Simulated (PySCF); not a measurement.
C3H9NSi2, SMILES C#C[Si@@H](C)N[SiH3].

Geometry optimised at B3LYP-D3(BJ)/def2-SVP. The structure was generated by enumeration; whether it is a known compound was not checked. One conformer was computed; it need not be the lowest.

The numbers are results of PySCF with PBE/def2-TZVP, not measurements.

The molecule is in vacuum.

total energy: -753.01630 hartree
highest occupied level: -6.16 eV
lowest empty level: -1.15 eV
orbital gap: 5.01 eV
dipole moment: 0.31 D
quadrupole, principal values (traceless, Buckingham form, about the centre of nuclear charge): -5.90, 0.08, 5.82 D·Å
mean static polarisability: 94.3 bohr³ (13.98 Å³)
polarisability, principal values: 78.6, 93.7, 110.7 bohr³
